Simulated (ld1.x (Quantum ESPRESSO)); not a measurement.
## Before and after: ultrasoft potential for In

| Property | Result |
| --- | --- |
| Element | indium (In) |
| Generator | ld1.x (Quantum ESPRESSO) 7.5 |
| Type | ultrasoft |
| Functional | LDA (PZ) |
| Relativity | fully relativistic |
| Frozen core | [Kr] |
| Valence charge | 13 |
| Reference configuration | 4d10 5s2 5p1 |
| Partial waves | 5s (bound): rcut 1.75, rcutus 2.05 bohr; 5s channel at 4.05 Ry: rcut 1.75, rcutus 2.05 bohr; 5p (bound): rcut 2.60, rcutus 3.20 bohr; 5p channel at 0.5 Ry: rcut 2.60, rcutus 3.20 bohr; 4d (bound): rcut 1.35, rcutus 1.75 bohr; 4d channel at -1.05 Ry: rcut 1.35, rcutus 1.75 bohr |
| Local potential | all-electron potential smoothed inside 3.00 bohr (lloc = -1) |
| Core correction | Bessel-smoothed model core inside 1.15 bohr |
| Augmentation charge | PSQ, radius 1.40 bohr |

Open shells are filled in proportion to 2j + 1 (rel_dist='average').

Change: local potential all-electron potential smoothed inside 2.52 bohr (lloc = -1).

Cutoffs: the cutoffs (Ry, on a coarse ladder) from which the occupation-weighted sum of valence levels, in a spherical-Bessel basis at the reference potential, stays within 10 and 1 mRy of its value at 400 Ry; they do not see the model core or the augmentation charge, which bear on the density cutoff. Errors are all-electron minus pseudo energies relative to the spin-unpolarised reference configuration.

Problem. Predict the effect on cutoff, ghosts and configuration errors.

Solution. The potential gets harder (40 Ry and 60 Ry → 40 Ry and 70 Ry); of the 7 tests that both files solve, the error grows in 1 and shrinks in 0 by more than 15 % and 0.3 meV (median size 2.5 → 2.4 meV); neither file shows a bound ghost.

```tsv
quantity	base	changed
cutoff, loose	40 Ry	40 Ry
cutoff, tight	60 Ry	70 Ry
bound ghosts	none	none
error for 4d10 5s2 5p0, meV [ΔE 5.61 eV]	-0.2	-0.1
error for 4d10 5s1 5p0, meV [ΔE 25.27 eV]	-7.0	-6.7
error for 4d10 5s0 5p0, meV [ΔE 54.01 eV]	-42	-39
error for 4d10 5s1 5p1, meV [ΔE 12.29 eV]	-2.5	-2.4
error for 4d10 5s2 5p1.3, meV [ΔE -0.58 eV]	0.0	0.0
error for 4d9 5s2 5p2, meV [ΔE 18.18 eV]	-36	-52
error for 4d10 5s1 5p2, meV [ΔE 5.92 eV]	-1.4	-1.4
s: phases at 3.50 bohr within 0.05 rad from the reference energy up to (Ry; the scan ends near 5)	to the end of the scan	to the end of the scan
p1/2: phases at 3.50 bohr within 0.05 rad from the reference energy up to (Ry; the scan ends near 5)	2.0	2.0
p3/2: phases at 3.50 bohr within 0.05 rad from the reference energy up to (Ry; the scan ends near 5)	2.1	2.1
d3/2: phases at 3.50 bohr within 0.05 rad from the reference energy up to (Ry; the scan ends near 5)	3.4	3.6
d5/2: phases at 3.50 bohr within 0.05 rad from the reference energy up to (Ry; the scan ends near 5)	3.4	3.7
lowest overlap eigenvalue by channel	s 0.62, p1/2 0.65, p3/2 0.64, d3/2 1.00, d5/2 1.00	s 0.71, p1/2 0.61, p3/2 0.60, d3/2 1.00, d5/2 1.00
```
